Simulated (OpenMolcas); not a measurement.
# OpenMolcas run: W4+

W4+ among 6 point charges of -1.7 e arranged as an octahedron (Oh), 1.82 Å from the ion. With inversion symmetry the input lists one of each pair of outer charges.

Input:

```
&GATEWAY
Coord
1

W 0.0 0.0 0.0
Basis=ANO-RCC-VDZP
Group=XYZ
NoMove
AngMom=0.0 0.0 0.0
AMFI
XField
3 Angstrom 0
1.820000 0.000000 0.000000 -1.700000
0.000000 1.820000 0.000000 -1.700000
0.000000 0.000000 1.820000 -1.700000
&SEWARD
* reference wave functions (RASSCF and RASSI steps not shown): 2 electrons in 5 orbitals (5d)
>>> COPY JOB001 $Project.JobIph
&CASPT2
Multistate=10 1 2 3 4 5 6 7 8 9 10
NoMult
Frozen=14 9
IPEA=0.25
Imaginary=0.1
MaxIter=60
WThr=0.0 0.3 0.05
PrWF=0.5
NoMix
>>> COPY JOB002 $Project.JobIph
&CASPT2
Multistate=15 1 2 3 4 5 6 7 8 9 10 11 12 13 14 15
NoMult
Frozen=14 9
IPEA=0.25
Imaginary=0.1
MaxIter=60
WThr=0.0 0.3 0.05
PrWF=0.5
NoMix
```

Launched by
```bash
OMP_NUM_THREADS=1 MOLCAS_MEM=1689 MOLCAS_PROJECT=a pymolcas a.inp > a.log  # once for each step of the input, in one work folder
```

Output, cut to the results:

```
--- CASPT2 ---
Orbital specifications:
      -----------------------

      Symmetry species                           1   2
                                                ag  au
      Frozen orbitals                           14   9
      Inactive orbitals                          1  10
      Active orbitals                            5   0
      Secondary orbitals                        16  13
      Deleted orbitals                           0   0
      Number of basis functions                 36  32
Type of calculation                        SS-CASPT2
      Fock operator                              state-specific
      IPEA shift                                 0.25
      Real shift                                 0.00
      Imaginary shift                            0.10
      The input orbitals will be transformed to quasi-canonical
Reference energy:      -16136.2623412334
      E2 (Non-variational):      -0.7525857091
      Shift correction:          -0.0001137747
      E2 (Variational):          -0.7526994837
      Total energy:          -16137.0150407171
      Residual norm:              0.0000004612
      Reference weight:           0.92661
      Contributions to the CASPT2 correlation energy
      Active & Virtual Only:         -0.0030745552
      One Inactive Excited:          -0.0780947695
      Two Inactive Excited:          -0.6714163843
Reference energy:      -16136.2623412333
      E2 (Non-variational):      -0.7521639767
      Shift correction:          -0.0001130557
      E2 (Variational):          -0.7522770324
      Total energy:          -16137.0146182658
      Residual norm:              0.0000005502
      Reference weight:           0.92677
      Contributions to the CASPT2 correlation energy
      Active & Virtual Only:         -0.0030601975
      One Inactive Excited:          -0.0777240052
      Two Inactive Excited:          -0.6713797740
::    CASPT2 Root  1     Total energy: -16137.01504072
::    CASPT2 Root  2     Total energy: -16137.01461827
::    CASPT2 Root  3     Total energy: -16137.01461817
::    CASPT2 Root  4     Total energy: -16136.92407199
::    CASPT2 Root  5     Total energy: -16136.92341677
::    CASPT2 Root  6     Total energy: -16136.92406180
::    CASPT2 Root  7     Total energy: -16136.88533484
::    CASPT2 Root  8     Total energy: -16136.88532759
::    CASPT2 Root  9     Total energy: -16136.88453466
::    CASPT2 Root 10     Total energy: -16136.82299017
--- CASPT2 ---
Orbital specifications:
      -----------------------

      Symmetry species                           1   2
                                                ag  au
      Frozen orbitals                           14   9
      Inactive orbitals                          1  10
      Active orbitals                            5   0
      Secondary orbitals                        16  13
      Deleted orbitals                           0   0
      Number of basis functions                 36  32
Type of calculation                        SS-CASPT2
      Fock operator                              state-specific
      IPEA shift                                 0.25
      Real shift                                 0.00
      Imaginary shift                            0.10
      The input orbitals will be transformed to quasi-canonical
Reference energy:      -16136.2146475506
      E2 (Non-variational):      -0.7577060295
      Shift correction:          -0.0002412110
      E2 (Variational):          -0.7579472405
      Total energy:          -16136.9725947911
      Residual norm:              0.0000001285
      Reference weight:           0.92266
      Contributions to the CASPT2 correlation energy
      Active & Virtual Only:         -0.0073892027
      One Inactive Excited:          -0.0767503104
      Two Inactive Excited:          -0.6735665164
Reference energy:      -16136.2146475505
      E2 (Non-variational):      -0.7577075258
      Shift correction:          -0.0002412281
      E2 (Variational):          -0.7579487539
      Total energy:          -16136.9725963044
      Residual norm:              0.0000001295
      Reference weight:           0.92266
      Contributions to the CASPT2 correlation energy
      Active & Virtual Only:         -0.0073907245
      One Inactive Excited:          -0.0767502519
      Two Inactive Excited:          -0.6735665495
::    CASPT2 Root  1     Total energy: -16136.97259479
::    CASPT2 Root  2     Total energy: -16136.97259630
::    CASPT2 Root  3     Total energy: -16136.97258892
::    CASPT2 Root  4     Total energy: -16136.97095958
::    CASPT2 Root  5     Total energy: -16136.97092149
::    CASPT2 Root  6     Total energy: -16136.92107967
::    CASPT2 Root  7     Total energy: -16136.87329764
::    CASPT2 Root  8     Total energy: -16136.87335499
::    CASPT2 Root  9     Total energy: -16136.87335498
::    CASPT2 Root 10     Total energy: -16136.85978390
::    CASPT2 Root 11     Total energy: -16136.85976861
::    CASPT2 Root 12     Total energy: -16136.85914427
::    CASPT2 Root 13     Total energy: -16136.76983666
::    CASPT2 Root 14     Total energy: -16136.76983678
::    CASPT2 Root 15     Total energy: -16136.70723583
```

Spin-orbit levels above the lowest (labels of O, the rotations of Oh), with the averaged single-state CASPT2 energies on the diagonal:

| E (cm-1) | Degeneracy | Label | 2S+1 |
| --- | --- | --- | --- |
| 0 | 2 | E | 3 |
| 540 | 3 | T2 | 3 |
| 5130 | 3 | T1 | 3 |
| 6580 | 1 | A1 | 3 |
| 12040 | 3 | T2 | 1 (84 %) |
| 13250 | 2 | E | 1 |
| 22390 | 1 | A2 | 3 |
| 23500 | 1 | A1 | 1 (73 %) |
| 23720 | 3 | T2 | 3 |
| 24620 | 3 | T1 | 3 |
| 25050 | 2 | E | 3 |
| 31010 | 1 | A1 | 3 (75 %) |
| 31240 | 3 | T1 | 3 |
| 32100 | 3 | T2 | 3 (56 %) |
| 34330 | 2 | E | 3 |
| 36580 | 3 | T2 | 1 (51 %) |
| 38550 | 3 | T1 | 1 |
| 47770 | 3 | T2 | 3 |
| 58680 | 2 | E | 1 |
| 72490 | 1 | A1 | 1 |

Roots that are degenerate in the reference are averaged as groups; the widest CASPT2 spread within a group is 180 cm-1 (the 3-fold group of multiplicity 3 near 28500 cm-1 above the lowest state of its run). Shifts and gaps below about the spread of the groups concerned are not significant. An orbital triplet at a regular site is open to Jahn-Teller coupling, which can distort the site and quench the lowest spin-orbit gaps and is left out. Free-ion shares, where given, are those of the reference states; single-state CASPT2 does not remix them. This is an electrostatic model: the charges have no orbitals. No measured value stands beside these numbers.

The CASPT2 steps took 3.1 s on 1 thread of AMD EPYC 9R45 (Zen 5), with other jobs on the host; the integral step is not counted.
